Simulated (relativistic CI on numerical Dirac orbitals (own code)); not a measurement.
## Calculated levels, Pt XXXIV

Computed by Dirac-Coulomb-Breit CI, KLI orbitals optimised for each configuration, model QED (radiative potential, 1s self-energy scaled to tabulated hydrogen-like ionisation energies), unscaled Slater integrals (own radial code, finite nucleus).

Configurations in the expansion (outside the closed core [Ar] 3d10): 4s2 4p6 4d9, 4s2 4p6 4d8 4f, 4s2 4p5 4d10, 4s 4p6 4d10, 4s2 4p5 4d9 4f, 4s 4p6 4d9 4f, 4s2 4p6 4d8 5s, 4s2 4p6 4d7 4f 5s, 4s2 4p6 4d8 5p, 4s2 4p6 4d8 5d, 4s2 4p5 4d9 5s, 4s2 4p6 4d8 5f, 4s2 4p6 4d7 5s 5p, 4s2 4p5 4d9 5p, 4p6 4d10 4f, 4s2 4p6 4d8 5g, 4s 4p6 4d8 4f 5s, 4s2 4p6 4d8 6s, 4s2 4p5 4d9 5d, 4s 4p6 4d9 5s, 4s2 4p6 4d8 6p, 4p6 4d9 4f2, 4p6 4d8 4f3, 4p5 4d10 4f2, 4p5 4d9 4f3, 4p6 4d8 4f2 5s, 4s2 4p6 4d7 5s2, 4s2 4p6 4d6 4f 5s2, 4s2 4p5 4d7 4f 5s2, 4s 4p6 4d7 4f 5s2. Double excitations out of closed p, d and f shells are left out; levels of such configurations are missing from the list, as are those of other unlisted configurations, and high levels can miss mixing partners. These lack a partner that the ground configuration has and come out too high: 4s2 4p6 4d8 5p, 4s2 4p6 4d8 5d, 4s2 4p5 4d9 5s, 4s2 4p6 4d8 5f, 4s2 4p5 4d9 5p.

The lowest level is 4s2 4p6 4d9 2D_5/2, with 100 % of that term; Hund's rules for 4s2 4p6 4d9 give 2D with J = 5/2, in agreement.

```tsv
No.	Configuration	Term	J	E (cm⁻¹)	%	Next component (%)	Landé g	Lifetime (s)
1	4s2 4p6 4d9	2D	5/2	0	100		1.196	
2	4s2 4p6 4d9	2D	3/2	179683	100		0.795	1.07e-05
3	4s2 4p5 4d10	2P°	3/2	1636129	72	22 4s2 4p6 4d8 4f 2P°	1.350	2.05e-11
4	4s2 4p6 4d8 4f	4F°	5/2	1699587	31	26 4D°	1.138	3.06e-09
5	4s2 4p6 4d8 4f	4F°	7/2	1709200	51	19 4D°	1.205	5.02e-09
6	4s2 4p6 4d8 4f	4D°	3/2	1719851	28	26 4P°	1.333	9.91e-11
7	4s2 4p6 4d8 4f	4F°	9/2	1736073	43	34 4G°	1.200	5.78e-05
8	4s2 4p6 4d8 4f	2F°	5/2	1736263	36	23 4D°	1.150	3.66e-10
9	4s2 4p6 4d8 4f	2I°	13/2	1738021	39	38 4I°	1.079	
10	4s2 4p6 4d8 4f	4H°	11/2	1752358	43	23 4G°	1.126	1.40e-02
11	4s2 4p6 4d8 4f	4D°	7/2	1763325	35	22 2G°	1.183	2.25e-09
12	4s2 4p6 4d8 4f	2P°	1/2	1763450	48	26 2S°	1.234	7.51e-10
13	4s2 4p6 4d8 4f	4I°	15/2	1763881	86	14 2K°	1.178	4.17e-03
14	4s2 4p6 4d8 4f	2D°	3/2	1771091	46	19 4F°	0.982	1.49e-10
15	4s2 4p6 4d8 4f	2G°	9/2	1773101	47	20 2H°	1.093	1.85e-05
16	4s2 4p6 4d8 4f	4H°	13/2	1780944	70	27 2I°	1.178	1.99e-03
17	4s2 4p6 4d8 4f	2H°	9/2	1792608	29	24 2G°	1.032	7.56e-04
18	4s2 4p6 4d8 4f	2P°	1/2	1800355	51	43 4D°	0.470	1.42e-09
19	4s2 4p6 4d8 4f	2F°	7/2	1800365	37	34 2G°	1.037	8.87e-10
20	4s2 4p6 4d8 4f	2H°	11/2	1804150	43	42 4G°	1.143	3.28e-04
21	4s2 4p6 4d8 4f	2F°	5/2	1827595	27	27 2D°	1.133	1.14e-09
22	4s2 4p6 4d8 4f	2G°	9/2	1833587	40	34 4F°	1.121	2.14e-04
23	4s2 4p6 4d8 4f	2P°	3/2	1835957	25	19 2D°	1.305	1.58e-11
24	4s2 4p6 4d8 4f	4G°	11/2	1851627	45	42 2H°	1.149	2.34e-04
25	4s2 4p6 4d8 4f	4G°	7/2	1854669	44	21 2G°	1.039	1.35e-11
26	4s2 4p6 4d8 4f	4F°	3/2	1860370	33	29 2D°	0.949	5.36e-10
27	4s2 4p6 4d8 4f	4F°	5/2	1865258	28	17 4P°	1.095	1.43e-11
28	4s2 4p6 4d8 4f	4F°	3/2	1865675	53	19 2P°	0.800	2.38e-09
29	4s2 4p6 4d8 4f	4G°	5/2	1869719	33	31 2F°	0.887	9.05e-11
30	4s2 4p6 4d8 4f	4D°	1/2	1885783	49	25 4P°	1.043	5.18e-09
31	4s2 4p6 4d8 4f	4F°	5/2	1891105	38	25 2F°	0.957	1.03e-10
32	4s2 4p6 4d8 4f	4D°	3/2	1905734	45	30 2P°	1.132	1.74e-10
33	4s2 4p6 4d8 4f	2F°	7/2	1908043	37	28 4D°	1.151	3.96e-10
34	4s2 4p6 4d8 4f	4I°	11/2	1909167	60	22 2I°	0.978	9.40e-06
35	4s2 4p6 4d8 4f	2G°	9/2	1911688	41	37 4H°	1.054	9.54e-06
36	4s2 4p6 4d8 4f	4H°	7/2	1918534	26	22 2F°	0.979	2.51e-10
37	4s2 4p6 4d8 4f	2K°	13/2	1928377	77	18 4I°	0.969	2.72e-05
38	4s2 4p6 4d8 4f	4P°	1/2	1930896	50	35 4D°	1.489	2.47e-08
39	4s2 4p6 4d8 4f	4F°	9/2	1934485	38	26 4G°	1.166	1.44e-05
40	4s2 4p6 4d8 4f	2D°	5/2	1939761	51	24 4F°	1.106	8.68e-10
41	4s2 4p6 4d8 4f	4G°	9/2	1945549	31	25 2G°	1.002	1.52e-05
42	4s2 4p6 4d8 4f	4I°	13/2	1947549	43	39 2I°	1.101	8.30e-06
43	4s2 4p6 4d8 4f	2G°	7/2	1947835	35	23 4D°	1.080	5.86e-10
44	4s2 4p6 4d8 4f	2D°	3/2	1953722	36	31 2P°	1.079	1.51e-10
45	4s2 4p6 4d8 4f	2S°	1/2	1954436	38	33 4D°	0.958	7.50e-11
```

Energies count from the lowest computed level; ° marks odd parity; lifetimes are radiative, by E1, M1, E2, M2, E3 decay to levels of this space only; some are left blank where a channel outside the calculation adds to the decay or the decay crosses a small, uncertain gap.

The mean weight of the leading LS term, summed over parents, in these 45 levels is 46 %, and that of the leading jj configuration (from the same eigenvectors) 80 %, so jj coupling describes them better and the LS labels are nominal.

At this charge energies of transitions that change n are usually good to better than 1 %, and those within a shell (Δn = 0) to a few per cent.

LS names give the leading component of a level, which can be under half, so a name can repeat, a term be missing and a line seem to break the LS rules.
